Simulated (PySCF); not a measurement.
Isomers of C3H3IO, mass 181.923 u with the commonest isotopes. Method used: PBE0-D3(BJ)/def2-SVP geometry optimisation, gas phase, def2 core potentials past Kr in PySCF 2.14.0. One conformer each, none proved a minimum here; rigid rotors.

Problem. Order these by rotational constant C, largest first.
A. `[CH2:1]=[CH:2][C:3](=[O:4])[I:5]` with C1–C2–C3–O4 1°
B. `IC(=C=O)C`
C. `[OH:1][C@H:2]1[CH:3]=[C:4]1[I:5]` with H–O1–C2–C3 -175°

Solution. B (1210 MHz), A (1124 MHz), C (1085 MHz).

Problem. Order these by radius of gyration √(Σ m r²/M), largest first.
A. `[CH2:1]=[CH:2][C:3](=[O:4])[I:5]` with C1–C2–C3–O4 1°
B. `O=C=C(C)I`
C. `[OH:1][C@H:2]1[CH:3]=[C:4]1[I:5]` with H–O1–C2–C3 -175°

Solution. C (1.613 Å), A (1.572 Å), B (1.518 Å).

Problem. Order these by rotational constant B, smallest first.
A. `[OH:1][C@H:2]1[CH:3]=[C:4]1[I:5]` with H–O1–C2–C3 -175°
B. `CC(I)=C=O`
C. `[CH2:1]=[CH:2][C:3](=[O:4])[I:5]` with C1–C2–C3–O4 1°

Solution. A (1176 MHz), C (1296 MHz), B (1582 MHz).

```tsv
SMILES	point group	Ia (u·Å²)	Ib (u·Å²)	Ic (u·Å²)	κ	μa (D)	μb (D)	μc (D)
C=CC(=O)I	Cs	59.48	390.07	449.54	-0.95	2.38	2.16	0.00
CC(I)=C=O	Cs	101.49	319.51	417.79	-0.80	0.16	1.64	0.00
O[C@H]1C=C1I	C1	50.87	429.78	465.68	-0.98	0.37	0.12	1.18
```
